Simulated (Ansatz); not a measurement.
Computed with Ansatz on PBE0-D4/def2-TZVP structures; ΔE is electronic, products minus reactants. CCSD(T)/CBS is the MP2 limit (def2-TZVPP, def2-QZVPP) plus CCSD(T) − MP2 in def2-TZVPP, frozen cores. This one scheme is used for every species, atoms too. DFT in def2-TZVPP. B3LYP here is the variant with VWN-RPA as its local correlation; programs differ in this. Open shells (•) are unrestricted, without spin–orbit coupling. Spin–orbit coupling would lower the free atoms: a little for B, C, Cl, F.

Consider the atomization: `F[C@H]1B[C@@H]1Cl` → B• + 2 C• + Cl• + F• + 3 H•.

(1) What is ΔE at CCSD(T)/CBS? (Best estimate.)

(2) What do these levels give: PBE-D4, B3LYP-D4, r2SCAN0-D4, BLYP, PBE0, r2SCANh, CAM-B3LYP, CCSD/def2-SVP, HF/def2-TZVPP, MP2/def2-TZVPP, CCSD/def2-TZVPP, MP2/CBS(def2)? (Best estimate.)

(3) What do rigid-rotor, harmonic-oscillator terms from PBE0-D4/def2-TZVP frequencies (298.15 K, 1 bar) make of the CCSD(T)/CBS value? (Estimate.)

Largest T1 diagnostic among the species: 0.014.

Results:

(1) The calculation gave: +699.1 kcal/mol.

(2) Computed: PBE-D4 734.0, B3LYP-D4 702.8, r2SCAN0-D4 697.9, BLYP 696.2, PBE0 713.2, r2SCANh 705.5, CAM-B3LYP 704.3, CCSD/def2-SVP 656.0, HF/def2-TZVPP 503.2, MP2/def2-TZVPP 703.7, CCSD/def2-TZVPP 666.3, MP2/CBS(def2) 723.1 kcal/mol.

(3) Ansatz gave: ΔZPE = -29.7 kcal/mol, ΔH = +677.3 kcal/mol, ΔS = 831 J/(mol·K), ΔG = +618.1 kcal/mol. Open shells count their whole term as degenerate.

From BLYP to BHLYP (50 % exact exchange), in def2-TZVPP and without D4, ΔE moves by −23.7 kcal/mol: exact exchange takes away binding that semilocal exchange gives to molecules. In def2-TZVPP, CCSD(T) changes the Hartree–Fock value by +176.6 kcal/mol (the triples alone add +13.4 kcal/mol) and MP2 by +200.6 kcal/mol; breaking electron pairs costs correlation energy, which Hartree–Fock lacks. Leaving LDA and LC-ωPBE aside and taking each functional with its dispersion term where it has one, the values, not all of them listed here, spread over 57.3 kcal/mol, from BHLYP-D4 to PBE-D4. LDA lies +103.1 kcal/mol from PBE without D4, its usual overbinding.

For atomizations the MP2-based limit and the directly extrapolated one differ by several kJ/mol either way, and by 10 to 25 for some Ge, Se and Sn compounds, so smaller differences from it don't rank the levels.
